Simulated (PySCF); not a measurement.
C4H6ClF, SMILES C[C@@H](F)/C=C\Cl. Geometry optimised at PBE-D3(BJ)/def2-SVP. The structure was generated by enumeration; whether it is a known compound was not checked. One conformer was computed; it need not be the lowest.

**Question.** Give the equilibrium geometry at PBE-D3(BJ)/def2-SVP (PySCF confirms it by a frequency run) as Cartesian coordinates in Å. (Estimate from the structure and the level; the computed values follow.)

**Answer.** This is not unique; one that fits is 
```xyz
12

C     -1.9199    -0.2529    -0.6500
C     -1.0170     0.1359     0.5146
F     -1.7571     0.0910     1.7008
C      0.1681    -0.7779     0.6636
C      1.3537    -0.6437     0.0478
Cl     1.7171     0.6633    -1.0475
H     -2.2670    -1.2995    -0.5420
H     -2.8046     0.4134    -0.6823
H     -1.3670    -0.1588    -1.6053
H     -0.6604     1.1822     0.3777
H      0.0237    -1.6508     1.3221
H      2.1882    -1.3486     0.1742
```
Charge 0, spin multiplicity 1.
